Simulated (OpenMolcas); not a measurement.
## Nb4+ in Cs2NaYF6

Nb4+ with its 6 nearest fluoride ions at 2.056 Å, on the Y site of Cs2NaYF6 (a = 9.075 Å, distance in the model lattice 2.178 Å). The rest of the host is ab initio model potentials to 7.6 Å, with orthogonalisation functions on the cations behind the ligands, and point charges beyond; the distance is set by hand and nothing relaxes, and no local charge compensation is placed. Ligand basis ANO-RCC-VDZP.
```
Nb    0.0000    0.0000    0.0000
F     2.0560    0.0000    0.0000
F     0.0000    2.0560    0.0000
F    -2.0560    0.0000    0.0000
F     0.0000   -2.0560    0.0000
F     0.0000    0.0000    2.0560
F     0.0000    0.0000   -2.0560
```

```yaml
Program: OpenMolcas 26.06
Method: "SS-CASPT2, IPEA 0.25 Eh, imaginary shift 0.1 Eh (closed shells correlated: 4s 4p and the ligand valence shells)"
Basis: ANO-RCC-VTZP [7s6p4d2f1g]
Scalar_Hamiltonian: DKH2, point nucleus
Active_space: 1 electron in 5 orbitals (4d)
State_averaging: 2S+1 = 2 even, 5 roots
Spin-orbit_coupling: state interaction with AMFI integrals over the reference wave functions
```

The lowest spin-free states (labels of O, the rotations of Oh), above the lowest:

```
State  Degeneracy  E (cm-1)
  2T2           3         0
   2E           2     28210
```

The lowest levels with spin-orbit coupling:

```
E (cm-1)  Degeneracy  Label  2S+1               g
       0           4     Γ8     2                
     980           2     Γ7     2  1.90 1.90 1.90
   28580           4     Γ8     2
```

Powder χT (cm3 K/mol): 0.00233 at 2 K, 0.00637 at 10 K, 0.0266 at 50 K, 0.0518 at 100 K, 0.102 at 200 K, 0.152 at 300 K. The effective moment at 300 K is 2.828 √(χT) = 1.10 μB.

The lowest level has 2S+1 = 2, for which the spin-only value is χT = S(S+1) / 2 = 0.375 cm3 K/mol (g = 2). The computed 0.152 at 300 K differs by -0.223, through orbital momentum, spin-orbit coupling and any other state in reach. With a threefold ground state the orbital momentum is unquenched, so the spin-only value is not expected to hold.

The gap between the two states is 10Dq = 28215 cm-1.

Over all roots computed the reference weight is 0.72; a low but even weight reflects the number of correlated electrons. An orbital triplet at a regular site is open to Jahn-Teller coupling, which can distort the site and quench the lowest spin-orbit gaps and is left out. The least metal-like active orbital is 80 % on the metal (Löwdin) and no ligand orbital is active, so the numbers are rough. Ligand-to-metal charge-transfer states are missing. With one d shell and no ligand orbital active, 10Dq can be off by a tenth or more. No measured value stands beside these numbers; the geometry was set by hand and not optimised.

The CASPT2 steps took 24 s on 1 thread of Arm Neoverse V1, on a shared host; the integral step is not counted.
